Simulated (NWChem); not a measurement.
System: WN2H4SO; SMILES [NH]=[W]([NH2])([OH])=[S]

Input file for NWChem:

```
start job
memory heap 200 mb stack 900 mb global 1100 mb
geometry units angstroms noautoz
  W      0.004000    -0.045291    -0.045746
  N      0.324697    -0.820893     1.482420
  H      0.515032    -0.821516     2.481081
  S      0.045188     2.098777     0.117829
  O     -1.679956    -0.612349    -0.705404
  H     -2.205674    -1.329419    -0.336632
  N      1.445223    -0.622529    -1.202610
  H      2.096488    -1.369789    -0.984470
  H      1.735882    -0.108612    -2.030509
end
basis spherical
  W library def2-tzvp
  N library def2-tzvp
  H library def2-tzvp
  S library def2-tzvp
  O library def2-tzvp
end
ecp
  W library def2-ecp
end
dft
  xc xpbe96 cpbe96
  iterations 150
  semidirect filesize 400000000
  mulliken
end
task dft gradient
```

Parts of the log:

```
             Northwest Computational Chemistry Package (NWChem) 7.3.0
             --------------------------------------------------------

 C1  symmetry detected

                             Geometry "geometry" -> ""
                             -------------------------

 Output coordinates in angstroms (scale by  1.889725989 to convert to a.u.)

  No.       Tag          Charge          X              Y              Z
 ---- ---------------- ---------- -------------- -------------- --------------
    1 W                   74.0000    -0.01258198    -0.14416539     0.02006598
    2 N                    7.0000     0.13810609    -0.74902008     1.64829823
    3 H                    1.0000     0.20956056    -0.64148491     2.65670392
    4 S                   16.0000    -0.02446223     2.00565865    -0.03990301
    5 O                    8.0000    -1.59811656    -0.82284822    -0.76598809
    6 H                    1.0000    -2.15230874    -1.51249527    -0.38675259
    7 N                    7.0000     1.56363573    -0.79709227    -0.89529514
    8 H                    1.0000     2.19630213    -1.49947325    -0.52580516
    9 H                    1.0000     1.94164807    -0.36327359    -1.73369726

 Effective nuclear repulsion energy (a.u.)     933.1729348317

 Summary of "ao basis" -> "ao basis" (spherical)
 ------------------------------------------------------------------------------
       Tag                 Description            Shells   Functions and Types
 ---------------- ------------------------------  ------  ---------------------
 W                         def2-tzvp                14       40   6s4p3d1f
 N                         def2-tzvp                11       31   5s3p2d1f
 H                         def2-tzvp                 4        6   3s1p
 S                         def2-tzvp                13       37   5s5p2d1f
 O                         def2-tzvp                11       31   5s3p2d1f

            General Information
            -------------------
          SCF calculation type: DFT
          Wavefunction type:  closed shell.
          No. of atoms     :     9
          No. of electrons :    56
           Alpha electrons :    28
            Beta electrons :    28
          Charge           :     0
          Spin multiplicity:     1
          Use of symmetry is: off; symmetry adaption is: off
          Maximum number of iterations: 150
          AO basis - number of functions:   194
                     number of shells:    76
          Convergence on energy requested:  1.00D-06
          Convergence on density requested:  1.00D-05
          Convergence on gradient requested:  5.00D-04

              XC Information
              --------------
          PerdewBurkeErnzerhof Exchange Functional  1.000
            Perdew 1991 LDA Correlation Functional  1.000 local
           PerdewBurkeErnz. Correlation Functional  1.000 non-local

             Grid Information
             ----------------
          Grid used for XC integration:  medium
          Radial quadrature: Mura-Knowles
          Angular quadrature: Lebedev.
          Tag              B.-S. Rad. Rad. Pts. Rad. Cut. Ang. Pts.
          ---              ---------- --------- --------- ---------
          W                   1.35      123          10.0       590
          N                   0.65       49          11.0       434
          H                   0.35       45          12.0       434
          S                   1.00       88          11.0       590
          O                   0.60       49          11.0       434
          Grid pruning is: on
          Number of quadrature shells:   538
          Spatial weights used:  Erf1

      Superposition of Atomic Density Guess
      -------------------------------------

 Sum of atomic energies:        -656.06066972

      Non-variational initial energy
      ------------------------------

 Total energy =    -650.082864
 1-e energy   =   -1455.683425
 2-e energy   =     533.094705
 HOMO         =      -0.338382
 LUMO         =      -0.019885

------------------------------------------------------------
EAF file 0: "./job.aoints.0" size=578289664 bytes
------------------------------------------------------------
               write      read    awrite     aread      wait
               -----      ----    ------     -----      ----
     calls:     1103         0         0         0         0
   data(b): 5.78e+08  0.00e+00  0.00e+00  0.00e+00
   time(s): 0.00e+00  0.00e+00  0.00e+00  0.00e+00  0.00e+00
rate(mb/s): 0.00e+00  0.00e+00
------------------------------------------------------------

     ---------------------------------------------
      Total Density - Mulliken Population Analysis
     ---------------------------------------------

    Atom       Charge   Shell Charges
 -----------   ------   -------------------------------------------------------
    1 W   14    11.37   0.02 -0.36  1.66  0.68  0.42  0.07  2.27  2.95  0.87  0.19  1.21  1.08  0.19  0.11
    2 N    7     8.15   0.82  1.15  0.60  0.89  0.20  1.65  1.95  0.86  0.00  0.02  0.00
    3 H    1     0.68   0.21  0.35  0.09  0.04
    4 S   16    16.97   2.01  0.49  1.48  1.11  0.82  4.19  1.68  0.97  2.69  1.49  0.01  0.03  0.00
    5 O    8     8.95   0.79  1.18  0.59  0.96  0.27  2.03  2.22  0.90  0.00  0.01  0.00
    6 H    1     0.54   0.20  0.25  0.05  0.04
    7 N    7     8.01   0.82  1.16  0.57  0.83  0.19  1.62  1.93  0.87  0.00  0.01  0.00
    8 H    1     0.66   0.22  0.33  0.08  0.04
    9 H    1     0.66   0.22  0.33  0.08  0.04

   convergence    iter        energy       DeltaE   RMS-Dens  Diis-err
 ---------------- ----- ----------------- --------- --------- ---------
 d= 0,ls=0.0,diis     1   -651.9948479541 -9.25D+02  2.03D-02  3.60D+00
 d= 0,ls=0.0,diis     2   -646.1928109932  5.80D+00  1.74D-02  5.09D+01
 d= 0,ls=0.0,diis     3   -652.2398682469 -6.05D+00  5.13D-03  1.08D+00
 d= 0,ls=0.0,diis     4   -652.1629047373  7.70D-02  3.15D-03  1.67D+00
 d= 0,ls=0.0,diis     5   -652.3518815653 -1.89D-01  1.18D-03  5.26D-02
  Resetting Diis
 d= 0,ls=0.0,diis     6   -652.3521727769 -2.91D-04  5.60D-04  5.32D-02
 d= 0,ls=0.0,diis     7   -652.3591869733 -7.01D-03  4.53D-04  2.45D-03
 d= 0,ls=0.0,diis     8   -652.3570301309  2.16D-03  3.66D-04  2.14D-02
 d= 0,ls=0.0,diis     9   -652.3593171660 -2.29D-03  1.10D-04  1.31D-03
 d= 0,ls=0.0,diis    10   -652.3594517237 -1.35D-04  3.13D-05  2.36D-04
 d= 0,ls=0.0,diis    11   -652.3594771010 -2.54D-05  3.80D-06  7.12D-07
 d= 0,ls=0.0,diis    12   -652.3594771036 -2.54D-09  2.31D-06  6.27D-07

         Total DFT energy =     -652.359477103577
      One electron energy =    -1461.608898557746
           Coulomb energy =      593.600558881873
    Exchange-Corr. energy =      -56.856993426979
 Nuclear repulsion energy =      272.505855999275

 Numeric. integr. density =       55.999989245718

                       DFT Final Molecular Orbital Analysis
                       ------------------------------------

 Vector   26  Occ=2.000000D+00  E=-2.489878D-01
              MO Center=  3.5D-01,  5.2D-01,  9.6D-03, r^2= 4.5D+00
   Bfn.  Coefficient  Atom+Function         Bfn.  Coefficient  Atom+Function
  ----- ------------  ---------------      ----- ------------  ---------------
    93      0.293717  4 S  py                96      0.187291  4 S  py
    47     -0.174191  2 N  py                50     -0.155097  2 N  py
    11      0.148863  1 W  py                90      0.135849  4 S  py
   158     -0.134749  7 N  py                 3      0.130457  1 W  s
    92     -0.128516  4 S  px                 5     -0.124824  1 W  s

 Vector   27  Occ=2.000000D+00  E=-2.222454D-01
              MO Center=  1.8D-01,  9.2D-01, -1.6D-01, r^2= 3.9D+00
   Bfn.  Coefficient  Atom+Function         Bfn.  Coefficient  Atom+Function
  ----- ------------  ---------------      ----- ------------  ---------------
    92      0.377277  4 S  px                95      0.241968  4 S  px
    89      0.164682  4 S  px                94     -0.161233  4 S  pz
    83     -0.141909  4 S  px               158     -0.134068  7 N  py
   157     -0.132741  7 N  px               163     -0.125001  7 N  px
    19      0.118452  1 W  d -2             160     -0.116987  7 N  px

 Vector   28  Occ=2.000000D+00  E=-2.176490D-01
              MO Center= -5.7D-02,  1.2D+00,  1.9D-01, r^2= 3.4D+00
   Bfn.  Coefficient  Atom+Function         Bfn.  Coefficient  Atom+Function
  ----- ------------  ---------------      ----- ------------  ---------------
    94      0.396791  4 S  pz                97      0.261693  4 S  pz
    47     -0.177676  2 N  py                91      0.174615  4 S  pz
    92      0.166131  4 S  px                50     -0.152722  2 N  py
    85     -0.149809  4 S  pz                53     -0.139295  2 N  py
    95      0.112493  4 S  px                45      0.098454  2 N  s

 Vector   29  Occ=0.000000D+00  E=-8.321406D-02
              MO Center=  8.9D-02,  2.6D-01,  1.5D-01, r^2= 3.4D+00
   Bfn.  Coefficient  Atom+Function         Bfn.  Coefficient  Atom+Function
  ----- ------------  ---------------      ----- ------------  ---------------
    19      0.452327  1 W  d -2              95     -0.319664  4 S  px
    24      0.264911  1 W  d -2              52      0.258630  2 N  px
    22      0.250688  1 W  d  1             191     -0.226614  9 H  s
    92     -0.222420  4 S  px                29      0.186381  1 W  d -2
    46      0.186468  2 N  px               185      0.185821  8 H  s

 Vector   30  Occ=0.000000D+00  E=-7.355398D-02
              MO Center=  5.1D-02,  7.8D-02,  4.4D-02, r^2= 3.3D+00
   Bfn.  Coefficient  Atom+Function         Bfn.  Coefficient  Atom+Function
  ----- ------------  ---------------      ----- ------------  ---------------
    20      0.481059  1 W  d -1              97     -0.299712  4 S  pz
    25      0.290650  1 W  d -1              23     -0.221160  1 W  d  2
    74     -0.209148  3 H  s                 53     -0.181918  2 N  py
    94     -0.182459  4 S  pz                45      0.173953  2 N  s
    30      0.171612  1 W  d -1              21      0.164679  1 W  d  0

 Vector   31  Occ=0.000000D+00  E=-3.791141D-02
              MO Center= -9.3D-02, -2.6D-01, -6.9D-02, r^2= 5.4D+00
   Bfn.  Coefficient  Atom+Function         Bfn.  Coefficient  Atom+Function
  ----- ------------  ---------------      ----- ------------  ---------------
     6      0.650768  1 W  s                156     -0.645690  7 N  s
   119     -0.419967  5 O  s                148      0.367214  6 H  s
    23      0.363738  1 W  d  2             185      0.306694  8 H  s
    96     -0.254241  4 S  py                45     -0.252760  2 N  s
    53     -0.249947  2 N  py                28      0.227527  1 W  d  2

------------------------------------------------------------
EAF file 0: "./job.aoints.0" size=921698304 bytes
------------------------------------------------------------
               write      read    awrite     aread      wait
               -----      ----    ------     -----      ----
     calls:     1758        11         0     19327     19327
   data(b): 9.22e+08  5.77e+06  0.00e+00  1.01e+10
   time(s): 0.00e+00  0.00e+00  0.00e+00  0.00e+00  0.00e+00
rate(mb/s): 0.00e+00  0.00e+00
------------------------------------------------------------

     ---------------------------------------------
      Total Density - Mulliken Population Analysis
     ---------------------------------------------

    Atom       Charge   Shell Charges
 -----------   ------   -------------------------------------------------------
    1 W   14    12.97   0.02 -0.37  1.77  0.60  0.47 -0.01  2.32  3.02  0.84  0.34  2.08  1.51  0.25  0.12
    2 N    7     7.53   0.82  1.15  0.57  0.85  0.23  1.50  1.59  0.79  0.00  0.02  0.00
    3 H    1     0.76   0.26  0.39  0.07  0.04
    4 S   16    16.38   2.01  0.47  1.49  1.13  0.81  4.19  1.66  0.94  2.35  1.28  0.01  0.04  0.01
    5 O    8     8.57   0.79  1.18  0.59  0.93  0.32  1.90  1.90  0.94  0.00  0.02  0.00
    6 H    1     0.66   0.26  0.32  0.04  0.05
    7 N    7     7.65   0.82  1.15  0.55  0.81  0.21  1.57  1.66  0.86  0.00  0.01  0.00
    8 H    1     0.74   0.27  0.38  0.05  0.04
    9 H    1     0.75   0.27  0.39  0.06  0.04

     -------------------------------------------
      Total Density - Lowdin Population Analysis
     -------------------------------------------

    Atom       Charge   Shell Charges
 -----------   ------   -------------------------------------------------------
    1 W   14    13.73   0.00  0.03  0.99  0.83  0.29  0.13  2.43  2.43  1.16  0.64  1.79  1.83  0.93  0.24
    2 N    7     7.33   0.89  1.07  0.51  0.54  0.28  1.37  1.62  0.93  0.00  0.11  0.01
    3 H    1     0.85   0.25  0.35  0.13  0.12
    4 S   16    15.98   1.99  0.84  1.13  0.88  0.72  3.91  1.88  1.07  2.08  1.37  0.01  0.08  0.02
    5 O    8     8.27   0.87  1.09  0.56  0.64  0.34  1.76  1.93  1.04  0.00  0.04  0.00
    6 H    1     0.83   0.25  0.31  0.10  0.17
    7 N    7     7.34   0.89  1.07  0.47  0.49  0.25  1.41  1.70  0.97  0.00  0.08  0.01
    8 H    1     0.84   0.25  0.35  0.12  0.11
    9 H    1     0.84   0.25  0.35  0.12  0.11

     Multipole analysis of the density
     ---------------------------------

     L   x y z        total         alpha         beta         nuclear
     -   - - -        -----         -----         ----         -------
     0   0 0 0     -0.000000    -28.000000    -28.000000     56.000000

     1   1 0 0      0.400873     -0.512859     -0.512859      1.426590
     1   0 1 0     -1.370409     -8.858197     -8.858197     16.345985
     1   0 0 1      0.159277      1.217215      1.217215     -2.275152

     2   2 0 0    -36.457784   -109.223006   -109.223006    181.988228
     2   1 1 0      0.564352      1.292635      1.292635     -2.020919
     2   1 0 1     -2.776325      1.348423      1.348423     -5.473172
     2   0 2 0    -42.757589   -170.514498   -170.514498    298.271408
     2   0 1 1     -0.430072     -0.881862     -0.881862      1.333651
     2   0 0 2    -37.444392    -89.864812    -89.864812    142.285231

            General Information
            -------------------
          SCF calculation type: DFT
          Wavefunction type:  closed shell.
          No. of atoms     :     9
          No. of electrons :    56
           Alpha electrons :    28
            Beta electrons :    28
          Charge           :     0
          Spin multiplicity:     1
          Use of symmetry is: off; symmetry adaption is: off
          Maximum number of iterations: 150
          AO basis - number of functions:   194
                     number of shells:    76
          Convergence on energy requested:  1.00D-06
          Convergence on density requested:  1.00D-05
          Convergence on gradient requested:  5.00D-04

              XC Information
              --------------
          PerdewBurkeErnzerhof Exchange Functional  1.000
            Perdew 1991 LDA Correlation Functional  1.000 local
           PerdewBurkeErnz. Correlation Functional  1.000 non-local

[...]

                         DFT ENERGY GRADIENTS

    atom               coordinates                        gradient
                 x          y          z           x          y          z
   1 W      -0.023776  -0.272433   0.037919    0.000802  -0.004506   0.007430
   2 N       0.260983  -1.415443   3.114832   -0.001643   0.008094  -0.016243
   3 H       0.396012  -1.212231   5.020442   -0.000043  -0.000720  -0.001261
   4 S      -0.046227   3.790145  -0.075406    0.000673  -0.008216   0.000990
   5 O      -3.020002  -1.554958  -1.447508    0.004363  -0.002512   0.008111
   6 H      -4.067274  -2.858202  -0.730856    0.002880   0.004666  -0.003573
   7 N       2.954843  -1.506286  -1.691862   -0.006486   0.003311   0.004521
   8 H       4.150409  -2.833594  -0.993628   -0.000339   0.000630  -0.000688
   9 H       3.669183  -0.686488  -3.276213   -0.000207  -0.000748   0.000714
```

Level: PBE/def2-TZVP with def2 effective core potentials on W. All runs use the structure optimised with PBE0/def2-SVP. No frequency run checked for a minimum. def2 effective core potentials on W; no spin-orbit coupling.
